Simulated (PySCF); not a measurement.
H2O4S, SMILES O=S(=O)(O)O (connectivity only; charge and spin as stated), charge -1, multiplicity 2. The structure is a stationary point at PBE0-D3(BJ)/def2-SVPD. The spin state was assumed, not searched. One conformer was computed; it need not be the lowest.

These are PBE0-D3(BJ)/def2-SVPD (PySCF 2.14.0) values and carry that method's errors.

Harmonic wavenumbers (cm⁻¹): 172, 194, 221, 231, 318, 374, 392, 515, 552, 944, 947, 1065, 1227, 3854, 3855. Rotational constants (GHz): 6.052, 3.598, 3.089; symmetry number 2.

### Question
Work out the zero-point energy and the ideal-gas rigid-rotor harmonic-oscillator thermochemistry at 298.15 K and 1 atm.

### Answer
ZPE = ½ Σ hcν = ½ × 14861 cm⁻¹ = 88.89 kJ/mol. H − E(el) = 108.80 kJ/mol. Entropy in J/(mol K): translation 165.94, rotation 102.90, vibration 55.69, spin 5.76, total 330.30. G − E(el) = 10.32 kJ/mol. Cp = 98.99 J/(mol K).
